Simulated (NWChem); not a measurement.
Species: NH3TeO; SMILES [Te](N)O

```xyz
6

Te     0.3387     0.0005    -0.0045
O     -0.9029    -1.5762    -0.0682
H     -1.1151    -1.8046     0.8458
N     -0.9042     1.5759    -0.0055
H     -1.4838     1.6770     0.8233
H     -1.4594     1.6806    -0.8509
```
Atoms are numbered in this order, from 1.

Results from NWChem. Geometry: optimised at PBE0/def2-SVP. No frequency run checked for a minimum. def2 effective core potentials on Te; no spin-orbit coupling. Ions are spin-unrestricted doublets at the neutral geometry; other ion states weren't tried.

For level PBE/def2-SVP:

- vertical ionisation energy, ΔSCF (eV) = 8.18
- −ε(HOMO) (eV) = 4.79

Q: Estimate the same quantities for level PBE0/def2-SVP.

A: 
* **vertical ionisation energy, ΔSCF (eV)**: 8.38
* **−ε(HOMO) (eV)**: 6.00
